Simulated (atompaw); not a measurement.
## Reading a pseudo-wave (chromium (Cr))

Columns: radius, all-electron u(r) and pseudo u(r) of the 3p shell (level -43.17 eV) of chromium in the configuration [Ne] 3s2 3p6 3d6 4s0 4p0; PBEsol, scalar-relativistic, PAW (atompaw) scheme, atompaw 4.2.0.5.

```json
{"r (bohr)": "0.081", "all-electron": "-0.3837", "pseudo": "0.0258"}
{"r (bohr)": "0.162", "all-electron": "-0.5622", "pseudo": "0.1005"}
{"r (bohr)": "0.242", "all-electron": "-0.3798", "pseudo": "0.2145"}
{"r (bohr)": "0.323", "all-electron": "-0.0303", "pseudo": "0.3584"}
{"r (bohr)": "0.404", "all-electron": "0.3341", "pseudo": "0.5164"}
{"r (bohr)": "0.485", "all-electron": "0.6395", "pseudo": "0.6727"}
{"r (bohr)": "0.565", "all-electron": "0.8596", "pseudo": "0.8113"}
{"r (bohr)": "0.646", "all-electron": "1.0008", "pseudo": "0.9241"}
{"r (bohr)": "0.727", "all-electron": "1.0722", "pseudo": "1.0014"}
{"r (bohr)": "0.808", "all-electron": "1.0897", "pseudo": "1.0401"}
{"r (bohr)": "0.888", "all-electron": "1.0690", "pseudo": "1.0418"}
{"r (bohr)": "0.969", "all-electron": "1.0221", "pseudo": "1.0117"}
{"r (bohr)": "1.050", "all-electron": "0.9590", "pseudo": "0.9577"}
{"r (bohr)": "1.131", "all-electron": "0.8871", "pseudo": "0.8885"}
{"r (bohr)": "1.212", "all-electron": "0.8118", "pseudo": "0.8126"}
{"r (bohr)": "1.292", "all-electron": "0.7374", "pseudo": "0.7375"}
{"r (bohr)": "1.373", "all-electron": "0.6645", "pseudo": "0.6645"}
{"r (bohr)": "1.454", "all-electron": "0.5956", "pseudo": "0.5956"}
{"r (bohr)": "1.535", "all-electron": "0.5314", "pseudo": "0.5314"}
{"r (bohr)": "1.615", "all-electron": "0.4732", "pseudo": "0.4732"}
{"r (bohr)": "1.696", "all-electron": "0.4194", "pseudo": "0.4194"}
{"r (bohr)": "1.777", "all-electron": "0.3708", "pseudo": "0.3708"}
{"r (bohr)": "1.858", "all-electron": "0.3271", "pseudo": "0.3271"}
{"r (bohr)": "1.938", "all-electron": "0.2885", "pseudo": "0.2885"}
{"r (bohr)": "2.019", "all-electron": "0.2537", "pseudo": "0.2537"}
{"r (bohr)": "2.100", "all-electron": "0.2228", "pseudo": "0.2228"}
```

How many radial nodes do the two functions have?

The all-electron 3p function has n − l − 1 = 1; the pseudo-wave has 0, since the states of the same l below it are removed with the core.

At about which radius was the pseudo-wave matched?

1.35 bohr, where the columns begin to agree (steps of 0.08 bohr).

Is the pseudo-wave norm-conserving?

No, it belongs to a PAW set: the norm inside the radius is not constrained, and the difference is carried by the augmentation charge.
